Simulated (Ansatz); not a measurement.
C2H6ClNSi can be A, `C=N[SiH](C)Cl`, or B, `C[Si]1(Cl)CN1`.

Isolated molecules relaxed with PBE0-D4/def2-TZVP in Ansatz; ΔE leaves out vibrations. CBS: MP2 limit from def2 TZ/QZ plus the TZ coupled-cluster correction, frozen cores. DFT in def2-TZVPP. B3LYP here is the variant with VWN-RPA as its local correlation; programs differ in this. Each species was taken in one conformer, which may not be the lowest.

Question: Which isomer does CCSD(T)/CBS put lower? Give the gap. (An estimate is asked.)

Answer: The calculation gave: A, by 65.7 kJ/mol.

Question: Give E(B) − E(A) in kJ/mol with PBE0-D4, B3LYP-D4, r2SCAN-D4, CCSD(T)/def2-TZVPP, CCSD/def2-TZVPP, ωB97M-V, B3LYP. (An estimate is asked.)

Answer: Ansatz gave: PBE0-D4 50.1, B3LYP-D4 74.6, r2SCAN-D4 56.3, CCSD(T)/def2-TZVPP 69.2, CCSD/def2-TZVPP 70.7, ωB97M-V 60.9, B3LYP 74.2. None reverses the order clearly.

Largest T1 diagnostic: 0.011.

In def2-TZVPP, CCSD(T) changes the Hartree–Fock value by −30.8 kJ/mol (the triples alone add −1.5 kJ/mol) and MP2 by −39.7 kJ/mol.
